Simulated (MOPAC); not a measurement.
Input for MOPAC: PM6 on AlFH2 (SMILES [F][AlH2]), a point of a bond scan (R = 1.884 Å).

```
PM6 1SCF PRECISE CHARGE=0 THREADS=1
AlFH2

Al    -0.24669394 1    -0.47884971 1     0.15840895 1
H      0.61422364 1    -1.47885907 1     1.50289262 1
H     -1.58943775 1    -0.85928261 1    -0.56046382 1
F      0.48063574 1     0.93294664 1    -0.30862939 1
```

The log:

```
*******************************************************************************
 **                                                                           **
 **                              MOPAC v23.2.5                                **
 **                                                                           **
 *******************************************************************************
 ** MOPAC's Digital Object Identifier: https://doi.org/10.5281/zenodo.6511958 **
 **                                                                           **
 ** Please cite the open-source release paper for use of this MOPAC version:  **
 ** J. E. Moussa and J. J. P. Stewart (2026)                                  **
 ** MOPAC: An open-source semiempirical molecular orbital program             **
 ** J. Open Source Softw., 11(119), 8025, https://doi.org/10.21105/joss.08025 **
 *******************************************************************************

                              PM6 CALCULATION RESULTS

 *******************************************************************************
 *  PM6        - The PM6 Hamiltonian to be used
 *
 *
 *
 *                 CHARGE ON SYSTEM = 0
 *
 *
 *
 *  PRECISE    - TIGHTER CRITERIA TO BE USED
 *  1SCF       - DO 1 SCF AND THEN STOP
 *  THREADS=1  - MULTI-THREADING NOT USED
 *  T=         - A TIME OF 172800.0 SECONDS REQUESTED
 *  DUMP=N     - RESTART FILE WRITTEN EVERY 7200.0 SECONDS REQUESTED
 *******************************************************************************
PM6 1SCF PRECISE CHARGE=0 THREADS=1
 AlFH2

   ATOM   CHEMICAL          X               Y               Z
  NUMBER   SYMBOL      (ANGSTROMS)     (ANGSTROMS)     (ANGSTROMS)

     1      Al         -0.24669394  *  -0.47884971  *   0.15840895  *
     2       H          0.61422364  *  -1.47885907  *   1.50289262  *
     3       H         -1.58943775  *  -0.85928261  *  -0.56046382  *
     4       F          0.48063574  *   0.93294664  *  -0.30862939  *



          CARTESIAN COORDINATES

    NO.       ATOM           X           Y           Z

     1        Al         -0.2467     -0.4788      0.1584
     2         H          0.6142     -1.4789      1.5029
     3         H         -1.5894     -0.8593     -0.5605
     4         F          0.4806      0.9329     -0.3086

 General Reference for PM6:
 "Optimization of Parameters for Semiempirical Methods V: Modification of NDDO Approximations
 and Application to 70 Elements", J. J. P. Stewart, J. Mol. Mod., 13, 1173-1213 (2007)
 URL: https://link.springer.com/article/10.1007/s00894-007-0233-4

           Empirical Formula: H2 Al F  =     4 atoms



      MOLECULAR POINT GROUP   :   Cs


      RHF CALCULATION, NO. OF DOUBLY OCCUPIED LEVELS = 6


 -------------------------------------------------------------------------------
 PM6 1SCF PRECISE CHARGE=0 THREADS=1
 AlFH2



     1SCF WAS SPECIFIED, SO BFGS WAS NOT USED
     SCF FIELD WAS ACHIEVED


                              PM6 CALCULATION
                                                       MOPAC v23.2.5 Linux




          FINAL HEAT OF FORMATION =        -20.15987 KCAL/MOL =     -84.34888 KJ/MOL


          COSMO AREA              =         83.78 SQUARE ANGSTROMS
          COSMO VOLUME            =         68.62 CUBIC ANGSTROMS

          IONIZATION POTENTIAL    =         10.550157 EV
          HOMO LUMO ENERGIES (EV) =        -10.550  0.715
          NO. OF FILLED LEVELS    =          6
          MOLECULAR WEIGHT        =         47.9957         POINT GROUP:  Cs

          MOLECULAR DIMENSIONS (Angstroms)

            Atom       Atom       Distance
            H     3    H     2     3.08179
            F     4    H     3     2.42908
           Al     1    H     2     0.00000


          SCF CALCULATIONS        =          1





   ATOM   CHEMICAL          X               Y               Z
  NUMBER   SYMBOL      (ANGSTROMS)     (ANGSTROMS)     (ANGSTROMS)

     1      Al         -0.24669394  *  -0.47884971  *   0.15840895  *
     2       H          0.61422364  *  -1.47885907  *   1.50289262  *
     3       H         -1.58943775  *  -0.85928261  *  -0.56046382  *
     4       F          0.48063574  *   0.93294664  *  -0.30862939  *

                             CARTESIAN COORDINATES

   1   Al       -0.246693940    -0.478849710     0.158408950
   2    H        0.614223640    -1.478859070     1.502892620
   3    H       -1.589437750    -0.859282610    -0.560463820
   4    F        0.480635740     0.932946640    -0.308629390


           Empirical Formula: H2 Al F  =     4 atoms



      MOLECULAR POINT GROUP   :   Cs


                  EIGENVALUES
 -38.87290 -15.52765 -14.78581 -14.57808 -13.22391 -10.55016   0.71485   1.77102
   3.88302   5.15450 102.98100 102.99053 103.15888 104.47187 104.58763


              NET ATOMIC CHARGES AND DIPOLE CONTRIBUTIONS

  ATOM NO.   TYPE          CHARGE      No. of ELECS.   s-Pop       p-Pop       d-Pop
    1         Al           0.524391        2.4756     1.08569     1.35978     0.03014
    2          H          -0.068074        1.0681     1.06807
    3          H          -0.057978        1.0580     1.05798
    4          F          -0.398339        7.3983     1.96778     5.43056
 DIPOLE           X         Y         Z       TOTAL
 POINT-CHG.    -1.299    -2.268     0.654     2.695
 HYBRID         0.245     0.504    -0.178     0.588
 SUM           -1.054    -1.764     0.477     2.109


          ATOMIC ORBITAL ELECTRON POPULATIONS

     Atom    s        px        py        pz      x^2-y^2     xz        z^2       yz        xy
    1 Al   1.08569   0.54048   0.41593   0.40337   0.00730   0.00574   0.00302   0.00647   0.00761
    2  H   1.06807
    3  H   1.05798
    4  F   1.96778   1.88119   1.62818   1.92119

 **********************
 *                    *
 * JOB ENDED NORMALLY *
 *                    *
 **********************




 == MOPAC DONE ==
```

The run finished.

Cost: very roughly 0.020 core-seconds.
